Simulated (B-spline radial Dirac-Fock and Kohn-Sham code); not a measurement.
**Dispersion corrections for Li to Ti**

Method: the dispersion relation over Dirac-Hartree-Slater subshell photoionisation cross sections, with the Kissel-Pratt high-energy constant (isolated atom, no bound-bound lines or fine structure). Computed with an atomic code on a B-spline grid. Values in electrons; * marks an element with an edge within 2 % of one of the energies, where the values are sensitive to the edge position.

| Z | element | f′ at 1253.6 eV | f″ at 1253.6 eV | f′ at 6403.9 eV | f″ at 6403.9 eV | f′ at 24209.8 eV | f″ at 24209.8 eV |
| --- | --- | --- | --- | --- | --- | --- | --- |
| 3 | Li | 0.040 | 0.024 | 0.002 | 0.001 | 0.000 | 0.000 |
| 4 | Be | 0.096 | 0.082 | 0.006 | 0.002 | 0.000 | 0.000 |
| 5 | B | 0.180 | 0.202 | 0.015 | 0.007 | 0.000 | 0.000 |
| 6 | C | 0.275 | 0.412 | 0.028 | 0.016 | 0.001 | 0.001 |
| 7 | N | 0.370 | 0.759 | 0.049 | 0.031 | 0.002 | 0.002 |
| 8 | O | 0.372 | 1.226 | 0.075 | 0.054 | 0.005 | 0.003 |
| 9 | F | 0.225 | 1.846 | 0.109 | 0.089 | 0.008 | 0.005 |
| 10 | Ne | -0.204 | 2.627 | 0.149 | 0.137 | 0.013 | 0.008 |
| 12 | Mg | -3.748 | 0.363 | 0.238 | 0.285 | 0.026 | 0.019 |
| 13 | Al | -2.012 | 0.517 | 0.284 | 0.391 | 0.035 | 0.027 |
| 14 | Si | -1.508 | 0.715 | 0.328 | 0.521 | 0.046 | 0.037 |
| 15 | P | -1.171 | 0.970 | 0.366 | 0.679 | 0.058 | 0.049 |
| 16 | S | -0.948 | 1.272 | 0.389 | 0.864 | 0.072 | 0.065 |
| 17 | Cl | -0.733 | 1.641 | 0.394 | 1.080 | 0.088 | 0.084 |
| 18 | Ar | -0.479 | 2.135 | 0.377 | 1.336 | 0.106 | 0.107 |
| 19 | K | -0.372 | 2.636 | 0.310 | 1.615 | 0.124 | 0.133 |
| 20 | Ca | -0.329 | 3.217 | 0.187 | 1.930 | 0.143 | 0.164 |
| 21 | Sc | -0.291 | 3.890 | -0.012 | 2.284 | 0.164 | 0.201 |
| 22 | Ti | -0.316 | 4.647 | -0.331 | 2.672 | 0.185 | 0.242 |
